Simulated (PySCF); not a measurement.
An unknown shows these calculated signals:

1H NMR (600 MHz, computed): δ 9.80 (br s, 1H), 6.95 (m, 1H), 6.78 (m, 1H), 6.77 (s, 1H), 5.78 (m, 1H).

13C{1H} NMR (computed): δ 155.3 (C), 133.7 (CH), 125.6 (CH2), 121.8 (CH), 119.1 (C), 116.0 (C).

PySCF calculation with σ from GIAO-PBE0/pcSseg-1 and structure optimised with GFN2-xTB; a single conformation, in vacuum, non-relativistic.

Referencing at the same level of theory: 1H (31.72 ppm) and 13C (186.93 ppm) vs TMS.

Which of these does the molecule contain: a CH3CH2 unit, an NH or NH2 group, a vinyl group CH=CH2, a non-aromatic C=C double bond, a carboxylic acid, an amide?

## Answers


- A CH3CH2 unit: no.
- An NH or NH2 group: yes (δH 9.80 (br s)).
- A vinyl group CH=CH2: yes (δC 125.6, 133.7; δH 6.95 (m), 5.78 (m), 6.78 (m)).
- A non-aromatic C=C double bond: yes.
- A carboxylic acid: no.
- An amide: no.

The data belong to SMILES c1c(C=C)n[nH]c1C#N, C$_{6}$H$_{5}$N$_{3}$; they needn't prove each group on their own.

Carbon signals by region: 6 in the sp2 and nitrile region (100–160 ppm).

The OH or NH signal is concentration- and solvent-dependent in practice; the value given is the gas-phase one. Shifts are as computed. Against solution values, carbons near 30 ppm lie about +3 ppm off and those near 130 ppm about +5 ppm. Of 1211 compounds with measured shifts, 218 miss one by over three times the rms of a fit or turn the order of signals round; such compounds aren't used in these exercises. Multiplicities follow the n + 1 count of equivalent neighbours, as no J values were calculated; m marks all less simple cases, F and P coupling included.
